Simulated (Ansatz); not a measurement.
Ansatz (a first-principles code) input (CCSD(T)/def2-SVPD):

Ansatz 0.2 input:
```yaml
crystal:
  periodic: [false, false, false]
  atoms:
    - {symbol: Sn, position_ang: [-0.00000000, -0.00000000, -1.30503926]}
    - {symbol: Sn, position_ang: [0.00000000, 0.00000000, 1.24518022]}
    - {symbol: H, position_ang: [0.00000000, 0.00000000, 2.99295211]}
basis:
  gaussian:
    orbitals: def2-SVPD
total_charge: -1
magnetization: {spin_polarized: false}
correlation: {method: ccsd_t, electrons: outside_noble_gas}
output: {forces: true}
```

Output:

```
Functional definition: HF
integrals: 0.07 GiB planned
931 factors; integrals over basis functions are off by at most 3.1e-4 eV
mean field: 0.25 GiB planned
mean field evaluation 1: about -11626.0147 eV, gradient 1.0e1 eV
mean field evaluation 2: about -11626.0575 eV, gradient 1.0e1 eV
mean field evaluation 4: about -11626.5722 eV, gradient 2.2e0 eV
mean field evaluation 8: about -11626.6077 eV, gradient 2.0e-1 eV
mean field evaluation 16: about -11626.0148 eV, gradient 1.0e1 eV
mean field evaluation 32: about -11621.4527 eV, gradient 2.2e-1 eV
mean field evaluation 64: about -11621.4577 eV, gradient 1.6e-3 eV
mean field -11626.60876284 eV, -427.2699912361 hartree, gradient 2.9e-6 eV, S^2 0.000000; 0 other end points of the search recorded, 0 dependent functions left out; unrestricted orbitals would lower it
18 core orbitals not correlated
reference -11626.60876284 eV, -427.2699912361 hartree; 5, 5 occupied and 49, 49 virtual orbitals, 931 factors
densities: 0.19 GiB planned
second order -4.88685871 eV of doubles, -0.00000000 eV of singles
coupled cluster: 0.14 GiB planned
cycle   1  -5.05157400 eV  change   -1.6e-1 eV  update   1.1e-1
cycle   2  -5.29430116 eV  change   -2.4e-1 eV  update   4.2e-2
cycle   3  -5.37872653 eV  change   -8.4e-2 eV  update   2.3e-2
cycle   4  -5.38706445 eV  change   -8.3e-3 eV  update   8.1e-3
cycle   5  -5.38979676 eV  change   -2.7e-3 eV  update   3.0e-3
cycle   6  -5.39001776 eV  change   -2.2e-4 eV  update   1.0e-3
cycle   7  -5.39040722 eV  change   -3.9e-4 eV  update   2.9e-4
cycle   8  -5.39059050 eV  change   -1.8e-4 eV  update   1.1e-4
cycle   9  -5.39057444 eV  change    1.6e-5 eV  update   3.3e-5
cycle  10  -5.39057374 eV  change    7.0e-7 eV  update   1.1e-5
cycle  11  -5.39058029 eV  change   -6.6e-6 eV  update   3.6e-6
cycle  12  -5.39057740 eV  change    2.9e-6 eV  update   1.4e-6
cycle  13  -5.39057817 eV  change   -7.8e-7 eV  update   5.0e-7
coupled cluster: 0.14 GiB planned
perturbative correction -0.38480153 eV, -0.0141411953 hartree
the calculation of the forces begins
Total energy: -11632.38414255 eV, -427.4822325254 hartree
Atom 0 at    -0.000000    -0.000000    -1.305039 Å, force    -0.000000     0.000000    -0.863450 eV/Å
Atom 1 at     0.000000     0.000000     1.245180 Å, force    -0.000000     0.000000     0.614735 eV/Å
Atom 2 at     0.000000     0.000000     2.992952 Å, force     0.000000     0.000000     0.248715 eV/Å
Dipole moment:    -0.000000    -0.000000    -0.076889 e Å
```

It need not be the lowest isomer of its formula. Whether it binds its extra electron was not tested at this geometry.
